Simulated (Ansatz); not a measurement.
Ansatz (an electronic-structure program) input (MP2/LANL2DZ): The .json file is the Basis Set Exchange's LANL2DZ.

Ansatz 0.2 input:
```yaml
crystal:
  periodic: [false, false, false]
  atoms:
    - {symbol: C, position_ang: [0.05865618, -0.88037539, 0.07896597]}
    - {symbol: C, position_ang: [-1.20765746, -0.54490941, 0.10147258]}
    - {symbol: F, position_ang: [-1.80648215, 0.60630057, 0.02029001]}
    - {symbol: Cl, position_ang: [1.33991758, 0.29425739, -0.08387619]}
    - {symbol: H, position_ang: [0.37374817, -1.90737191, 0.16065381]}
basis:
  gaussian:
    orbitals: LANL2DZ.json
magnetization: {spin_polarized: true, initial_magnetization: 1}
correlation: {method: mp2, electrons: outside_noble_gas}
```

Output:

```
Functional definition: HF
integrals: 0.01 GiB planned
482 factors; integrals over basis functions are off by at most 5.8e-4 eV
mean field: 0.08 GiB planned
mean field evaluation 1: about -5176.9083 eV, gradient 1.3e1 eV
mean field evaluation 2: about -5176.9261 eV, gradient 1.3e1 eV
mean field evaluation 4: about -5178.5239 eV, gradient 2.9e0 eV
mean field evaluation 8: about -5178.7439 eV, gradient 7.8e-1 eV
mean field evaluation 16: about -5178.8271 eV, gradient 2.5e-6 eV
mean field evaluation 32: about -5176.4902 eV, gradient 8.5e-4 eV
mean field -5178.82713199 eV, -190.3183867653 hartree, gradient 2.5e-6 eV, S^2 1.019270; 4 other end points of the search recorded, 0 dependent functions left out
3 core orbitals not correlated
reference -5178.82713199 eV, -190.3183867653 hartree; 12, 11 occupied and 22, 23 virtual orbitals, 482 factors
second order -7.53540475 eV of doubles, -0.00000000 eV of singles
Total energy: -5186.36253674 eV, -190.5953077823 hartree
```

The geometry given is a B3LYP-D3(BJ)/def2-TZVP minimum.

The determinant is spin-contaminated: <S^2> is 1.02 against 0.75 for a pure state.
